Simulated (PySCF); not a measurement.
Ta (SMILES [Ta]), quartet (core potentials on Ta); SVWN5/def2-SVP (PySCF).

Here is a job for PySCF.
```python
from pyscf import gto, scf, dft

mol = gto.Mole()
mol.atom = '''
    Ta    0.00000000    0.00000000    0.00000000
'''
mol.basis = 'def2-svp'
mol.ecp = {'Ta': 'def2-svp'}
mol.spin = 3
mol.verbose = 4
mol.build()

mf = dft.UKS(mol)
mf.xc = 'lda,vwn'
mf.kernel()
mf.analyze()
```

It wrote (shortened):

```
PySCF version 2.14.0

[INPUT] verbose = 4
[INPUT] num. atoms = 1
[INPUT] num. electrons = 13
[INPUT] charge = 0
[INPUT] spin (= nelec alpha-beta = 2S) = 3
[INPUT] symmetry False subgroup None
[INPUT] Mole.unit = angstrom
[INPUT] Symbol           X                Y                Z      unit          X                Y                Z       unit  Magmom
[INPUT]  1 Ta     0.000000000000   0.000000000000   0.000000000000 AA    0.000000000000   0.000000000000   0.000000000000 Bohr   0.0

nuclear repulsion = 0
number of shells = 12
number of NR pGTOs = 57
number of NR cGTOs = 32
basis = def2-svp
ecp = {'Ta': 'def2-svp'}

******** <class 'pyscf.dft.uks.UKS'> ********
method = UKS
initial guess = minao
damping factor = 0
level_shift factor = 0
DIIS = <class 'pyscf.scf.diis.CDIIS'>
diis_start_cycle = 1
diis_space = 8
diis_damp = 0
SCF conv_tol = 1e-09
SCF conv_tol_grad = None
SCF max_cycles = 50
direct_scf = True
direct_scf_tol = 1e-13
number electrons alpha = 8  beta = 5
XC library pyscf.dft.libxc version 7.1.2
    S. Lehtola, C. Steigemann, M. J. T. Oliveira, and M. A. L. Marques,  SoftwareX 7, 1–5 (2018)
XC functionals = lda,vwn
    P. A. M. Dirac,  Math. Proc. Cambridge Philos. Soc. 26, 376 (1930)
    F. Bloch,  Z. Phys. 57, 545 (1929)
    S. H. Vosko, L. Wilk, and M. Nusair,  Can. J. Phys. 58, 1200 (1980)
radial grids:
    Treutler-Ahlrichs [JCP 102, 346 (1995); DOI:10.1063/1.469408] (M4) radial grids

becke partition: Becke, JCP 88, 2547 (1988); DOI:10.1063/1.454033
pruning grids: <function nwchem_prune>
grids dens level: 3
symmetrized grids: False
atomic radii adjust function: <function treutler_atomic_radii_adjust>
small_rho_cutoff = 0
Set gradient conv threshold to 3.16228e-05
tot grids = 24008
init E= -44.1762671284208

cycle= 1 E= -56.1739109134724  delta_E=  -12  |g|= 0.579  |ddm|= 5.75
cycle= 2 E= -55.2848969559639  delta_E= 0.889  |g|= 1.01  |ddm|= 3.39
cycle= 3 E= -56.6577902612141  delta_E= -1.37  |g|= 0.138  |ddm|= 3.23
cycle= 4 E= -56.6542950423607  delta_E= 0.0035  |g|= 0.151  |ddm|= 1.71
cycle= 5 E= -56.6673372253508  delta_E= -0.013  |g|= 0.0941  |ddm|= 1.27
cycle= 6 E= -56.6771161851024  delta_E= -0.00978  |g|= 0.0765  |ddm|= 1.29
cycle= 7 E= -56.6848022014655  delta_E= -0.00769  |g|= 0.0548  |ddm|= 1.12
cycle= 8 E= -56.6901895821531  delta_E= -0.00539  |g|= 0.0277  |ddm|= 0.841
cycle= 9 E= -56.6916987052873  delta_E= -0.00151  |g|= 0.0162  |ddm|= 0.371
cycle= 10 E= -56.692044313507  delta_E= -0.000346  |g|= 0.00577  |ddm|= 0.133
cycle= 11 E= -56.6920040706931  delta_E= 4.02e-05  |g|= 0.00656  |ddm|= 0.0911
cycle= 12 E= -56.6920946507111  delta_E= -9.06e-05  |g|= 0.00258  |ddm|= 0.073
cycle= 13 E= -56.6921032599973  delta_E= -8.61e-06  |g|= 0.00139  |ddm|= 0.00917
cycle= 14 E= -56.6921064910561  delta_E= -3.23e-06  |g|= 0.000394  |ddm|= 0.0107
cycle= 15 E= -56.6921065439668  delta_E= -5.29e-08  |g|= 0.000359  |ddm|= 0.00191
cycle= 16 E= -56.6921067593814  delta_E= -2.15e-07  |g|= 2.95e-05  |ddm|= 0.00184
cycle= 17 E= -56.6921067611024  delta_E= -1.72e-09  |g|= 1.11e-05  |ddm|= 0.000232
cycle= 18 E= -56.6921067614767  delta_E= -3.74e-10  |g|= 6.4e-06  |ddm|= 0.000144
Extra cycle  E= -56.6921067613362  delta_E= 1.41e-10  |g|= 1.05e-05  |ddm|= 0.00014
converged SCF energy = -56.6921067613362  <S^2> = 3.7553473  2S+1 = 4.0026728
**** SCF Summaries ****
Total Energy =                         -56.692106761336206
Nuclear Repulsion Energy =               0.000000000000000
One-electron Energy =                  -94.600274117171281
Two-electron Energy =                   37.908167355835076
Two-electron Coulomb Energy =           44.359954573640458
DFT Exchange-Correlation Energy =       -6.451787217805384
**** MO energy ****
                             alpha | beta                alpha | beta
MO #1   energy= -2.61686469263244  | -2.56900703579961  occ= 1 | 1
MO #2   energy= -1.40721578768075  | -1.35075329173656  occ= 1 | 1
MO #3   energy= -1.40721468378497  | -1.35075209178433  occ= 1 | 1
MO #4   energy= -1.40721335312365  | -1.35075009724354  occ= 1 | 1
MO #5   energy= -0.216757958397252 | -0.178843312427986 occ= 1 | 1
MO #6   energy= -0.161356814123188 | -0.109117160001982 occ= 1 | 0
MO #7   energy= -0.161356152118868 | -0.109116196984481 occ= 1 | 0
MO #8   energy= -0.161354815228564 | -0.0945804284884043 occ= 1 | 0
MO #9   energy= -0.151957738080882 | -0.0945794219490724 occ= 0 | 0
MO #10  energy= -0.151956578578312 | -0.0945789136375029 occ= 0 | 0
MO #11  energy= -0.0492839451710275 | -0.0358060297943543 occ= 0 | 0
MO #12  energy= -0.0492831267762149 | -0.0358059325654487 occ= 0 | 0
MO #13  energy= -0.0492828370271672 | -0.035805099294817 occ= 0 | 0
MO #14  energy= 0.0674754089759362 | 0.0839233571224831 occ= 0 | 0
MO #15  energy= 0.182693925082122  | 0.204068890723352  occ= 0 | 0
MO #16  energy= 0.18269425836331   | 0.204069492864666  occ= 0 | 0

spin_pop of  0 Ta 5s        0.00049
spin_pop of  0 Ta 6s       -0.00408
spin_pop of  0 Ta 7s        0.00332
spin_pop of  0 Ta 8s       -0.00067
spin_pop of  0 Ta 9s       -0.00020
spin_pop of  0 Ta 10s        0.00114
spin_pop of  0 Ta 5px       0.00418
spin_pop of  0 Ta 5py       0.00418
spin_pop of  0 Ta 5pz       0.00418
spin_pop of  0 Ta 6px      -0.00271
spin_pop of  0 Ta 6py      -0.00271
spin_pop of  0 Ta 6pz      -0.00271
spin_pop of  0 Ta 7px      -0.00146
spin_pop of  0 Ta 7py      -0.00146
spin_pop of  0 Ta 7pz      -0.00146
spin_pop of  0 Ta 5dxy      0.60384
spin_pop of  0 Ta 5dyz      0.23944
spin_pop of  0 Ta 5dz^2     0.47182
spin_pop of  0 Ta 5dxz      0.39109
spin_pop of  0 Ta 5dx2-y2    0.28155
spin_pop of  0 Ta 6dxy      0.30572
spin_pop of  0 Ta 6dyz      0.12123
spin_pop of  0 Ta 6dz^2     0.23888
spin_pop of  0 Ta 6dxz      0.20143
spin_pop of  0 Ta 6dx2-y2    0.14501
spin_pop of  0 Ta 5f-3     -0.00001
spin_pop of  0 Ta 5f-2     -0.00000
spin_pop of  0 Ta 5f-1     -0.00000
spin_pop of  0 Ta 5f+0     -0.00000
spin_pop of  0 Ta 5f+1     -0.00000
spin_pop of  0 Ta 5f+2     -0.00000
spin_pop of  0 Ta 5f+3     -0.00000
In total             8.00000 | 5.00000
Dipole moment(X, Y, Z, Debye):  0.00000, -0.00000,  0.00000
```
